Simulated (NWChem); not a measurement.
CH$_{4}$OTe; SMILES CO[TeH]

```xyz
7

Te    -0.0062    -0.6019     0.0274
H     -0.6002    -0.6416    -1.5383
O      0.6167     1.2967    -0.0575
C     -0.3608     2.2963     0.0545
H     -0.9714     2.2076     0.9721
H      0.1751     3.2596     0.0890
H     -1.0492     2.3198    -0.8119
```
Atoms are numbered in this order, from 1.

The geometry was optimised at PBE0/def2-SVP. No frequency run checked for a minimum. def2 effective core potentials on Te; no spin-orbit coupling.

Question: List the 4 lowest vertical singlet excitations from PBE0/def2-SVPD with def2 effective core potentials on Te, TDA (NWChem).

Answer: 
| state | energy (eV) | oscillator strength | leading excitation (squared amplitude) |
|---|---|---|---|
| S1 | 3.03 | 0.002 | HOMO → LUMO (0.99) |
| S2 | 4.46 | 0.002 | HOMO−1 → LUMO (0.97) |
| S3 | 4.77 | 0.012 | HOMO → LUMO+1 (0.98) |
| S4 | 6.04 | 0.126 | HOMO−2 → LUMO (0.81) |
